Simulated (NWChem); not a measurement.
System: SeIBr; SMILES Br[Se]I

The following NWChem deck was run.

```
start job
memory heap 200 mb stack 900 mb global 1100 mb
geometry units angstroms noautoz
  Se     1.046169     0.449356     0.000000
  Br    -0.584855     2.102226     0.000000
  I     -0.284630    -1.689921     0.000000
end
basis spherical
  Se library def2-svp
  Br library def2-svp
  I library def2-svp
end
ecp
  I library def2-ecp
end
dft
  xc b3lyp
  iterations 150
  mulliken
end
task dft energy
```

Output (shortened):

```
             Northwest Computational Chemistry Package (NWChem) 7.3.0
             --------------------------------------------------------

 CS  symmetry detected

                             Geometry "geometry" -> ""
                             -------------------------

 Output coordinates in angstroms (scale by  1.889725989 to convert to a.u.)

  No.       Tag          Charge          X              Y              Z
 ---- ---------------- ---------- -------------- -------------- --------------
    1 Se                  34.0000     1.04614779     0.45495086     0.00000000
    2 Br                  35.0000    -0.58452357     2.10816877     0.00000000
    3 I                   53.0000    -0.28510754    -1.68404219     0.00000000

 Effective nuclear repulsion energy (a.u.)     907.7229539328

      Symmetry information
      --------------------

 Group name             Cs
 Group number              2
 Group order               2
 No. of unique centers     3

                                 NWChem DFT Module
                                 -----------------

 Summary of "ao basis" -> "ao basis" (spherical)
 ------------------------------------------------------------------------------
       Tag                 Description            Shells   Functions and Types
 ---------------- ------------------------------  ------  ---------------------
 Se                         def2-svp                12       32   5s4p3d
 Br                         def2-svp                12       32   5s4p3d
 I                          def2-svp                10       26   4s4p2d

      Symmetry analysis of basis
      --------------------------

        a'         62
        a"         28

            General Information
            -------------------
          SCF calculation type: DFT
          Wavefunction type:  closed shell.
          No. of atoms     :     3
          No. of electrons :    94
           Alpha electrons :    47
            Beta electrons :    47
          Charge           :     0
          Spin multiplicity:     1
          Use of symmetry is: on ; symmetry adaption is: on
          Maximum number of iterations: 150
          AO basis - number of functions:    90
                     number of shells:    34
          Convergence on energy requested:  1.00D-06
          Convergence on density requested:  1.00D-05
          Convergence on gradient requested:  5.00D-04

              XC Information
              --------------
                         B3LYP Method XC Potential
                     Hartree-Fock (Exact) Exchange  0.200
                        Slater Exchange Functional  0.800 local
                    Becke 1988 Exchange Functional  0.720 non-local
              Lee-Yang-Parr Correlation Functional  0.810
                  VWN I RPA Correlation Functional  0.190 local

             Grid Information
             ----------------
          Grid used for XC integration:  medium
          Radial quadrature: Mura-Knowles
          Angular quadrature: Lebedev.
          Tag              B.-S. Rad. Rad. Pts. Rad. Cut. Ang. Pts.
          ---              ---------- --------- --------- ---------
          Se                  1.15      112           8.0       590
          Br                  1.15      112          11.0       590
          I                   1.40      123          10.0       590
          Grid pruning is: on
          Number of quadrature shells:   347
          Spatial weights used:  Erf1

      Superposition of Atomic Density Guess
      -------------------------------------

 Sum of atomic energies:       -5318.72471364

      Non-variational initial energy
      ------------------------------

 Total energy =   -5268.499351
 1-e energy   =   -8584.660285
 2-e energy   =    2744.722605
 HOMO         =      -0.221533
 LUMO         =      -0.082481

      Symmetry analysis of molecular orbitals - initial
      -------------------------------------------------

  Numbering of irreducible representations:

     1 a'          2 a"

  Orbital symmetries:

     1 a'          2 a'          3 a'          4 a'          5 a'
     6 a'          7 a"          8 a'          9 a'         10 a"
    11 a'         12 a'         13 a'         14 a'         15 a'
    16 a"         17 a'         18 a'         19 a"         20 a'
    21 a'         22 a"         23 a'         24 a'         25 a"
    26 a'         27 a"         28 a'         29 a'         30 a"
    31 a'         32 a"         33 a'         34 a'         35 a"
    36 a'         37 a"         38 a'         39 a'         40 a'
    41 a'         42 a'         43 a"         44 a'         45 a"
    46 a'         47 a"         48 a'         49 a'         50 a'
    51 a'         52 a'         53 a'         54 a"         55 a'
    56 a"         57 a"

     ---------------------------------------------
      Total Density - Mulliken Population Analysis
     ---------------------------------------------

    Atom       Charge   Shell Charges
 -----------   ------   -------------------------------------------------------
    1 Se  34    33.66   2.00  2.00  2.00  1.36  0.56  6.00  5.98  1.55  2.15  8.20  1.75  0.12
    2 Br  35    35.23   2.00  2.00  2.00  1.37  0.58  6.00  5.99  2.29  2.98  8.23  1.73  0.07
    3 I   25    25.11   1.83  0.22  1.24  0.67  2.93  3.12  2.52  2.55  9.83  0.20

   convergence    iter        energy       DeltaE   RMS-Dens  Diis-err
 ---------------- ----- ----------------- --------- --------- ---------
 d= 0,ls=0.0,diis     1  -5272.9225459309 -5.84D+03  1.49D-02  4.69D-01
 d= 0,ls=0.0,diis     2  -5272.8906958411  3.19D-02  1.00D-02  5.33D-01
 d= 0,ls=0.0,diis     3  -5272.9661269844 -7.54D-02  3.18D-03  8.91D-02
 d= 0,ls=0.0,diis     4  -5272.9782435852 -1.21D-02  6.09D-04  2.76D-03
 d= 0,ls=0.0,diis     5  -5272.9785483831 -3.05D-04  1.69D-04  1.65D-04
  Resetting Diis
 d= 0,ls=0.0,diis     6  -5272.9785713433 -2.30D-05  5.80D-05  1.16D-05
 d= 0,ls=0.0,diis     7  -5272.9785735730 -2.23D-06  3.30D-05  1.53D-06
 d= 0,ls=0.0,diis     8  -5272.9785733415  2.31D-07  2.13D-05  2.98D-06
 d= 0,ls=0.0,diis     9  -5272.9785737638 -4.22D-07  1.42D-06  1.02D-08

         Total DFT energy =    -5272.978573763840
      One electron energy =    -8582.782463265519
           Coulomb energy =     2939.265555222891
    Exchange-Corr. energy =     -200.899995234868
 Nuclear repulsion energy =      571.438329513655

 Numeric. integr. density =       94.000000537690

                  Occupations of the irreducible representations
                  ----------------------------------------------

                     irrep           alpha         beta
                     --------     --------     --------
                     a'               33.0         33.0
                     a"               14.0         14.0

                       DFT Final Molecular Orbital Analysis
                       ------------------------------------

 Vector   45  Occ=2.000000D+00  E=-2.961352D-01  Symmetry=a"
              MO Center= -3.0D-01, -2.4D-01, -2.0D-13, r^2= 5.0D+00
   Bfn.  Coefficient  Atom+Function         Bfn.  Coefficient  Atom+Function
  ----- ------------  ---------------      ----- ------------  ---------------
    77      0.480206  3 I  pz                80      0.410129  3 I  pz
    49     -0.372580  2 Br pz                46     -0.331709  2 Br pz
    43      0.218036  2 Br pz                74     -0.193591  3 I  pz
    71     -0.156753  3 I  pz                17      0.121830  1 Se pz
    14      0.115275  1 Se pz                11     -0.071492  1 Se pz

 Vector   46  Occ=2.000000D+00  E=-2.863990D-01  Symmetry=a'
              MO Center= -2.8D-01, -1.1D+00, -2.8D-16, r^2= 3.8D+00
   Bfn.  Coefficient  Atom+Function         Bfn.  Coefficient  Atom+Function
  ----- ------------  ---------------      ----- ------------  ---------------
    75      0.477056  3 I  px                78      0.418173  3 I  px
    76     -0.329086  3 I  py                79     -0.277171  3 I  py
    48     -0.254411  2 Br py                45     -0.225175  2 Br py
    72     -0.192483  3 I  px                69     -0.155728  3 I  px
    42      0.147018  2 Br py                73      0.131521  3 I  py

 Vector   47  Occ=2.000000D+00  E=-2.352450D-01  Symmetry=a"
              MO Center=  3.9D-01,  1.2D-01,  1.2D-15, r^2= 4.2D+00
   Bfn.  Coefficient  Atom+Function         Bfn.  Coefficient  Atom+Function
  ----- ------------  ---------------      ----- ------------  ---------------
    17      0.510151  1 Se pz                14      0.433738  1 Se pz
    77     -0.347481  3 I  pz                80     -0.327428  3 I  pz
    49     -0.293055  2 Br pz                11     -0.266563  1 Se pz
    46     -0.242071  2 Br pz                43      0.157450  2 Br pz
    74      0.138501  3 I  pz                71      0.111589  3 I  pz

 Vector   48  Occ=0.000000D+00  E=-1.241222D-01  Symmetry=a'
              MO Center=  2.4D-01, -1.6D-01,  1.1D-14, r^2= 4.8D+00
   Bfn.  Coefficient  Atom+Function         Bfn.  Coefficient  Atom+Function
  ----- ------------  ---------------      ----- ------------  ---------------
    15      0.606136  1 Se px                79      0.522073  3 I  py
    12      0.370835  1 Se px                76      0.354189  3 I  py
    48     -0.334940  2 Br py                 4     -0.317437  1 Se s
     5     -0.257642  1 Se s                  9     -0.228699  1 Se px
    16      0.224126  1 Se py                78      0.218818  3 I  px

[...]
```

Level: B3LYP/def2-SVP with def2 effective core potentials on I. Geometry: optimised at PBE0/def2-SVP. def2 effective core potentials on I; no spin-orbit coupling.
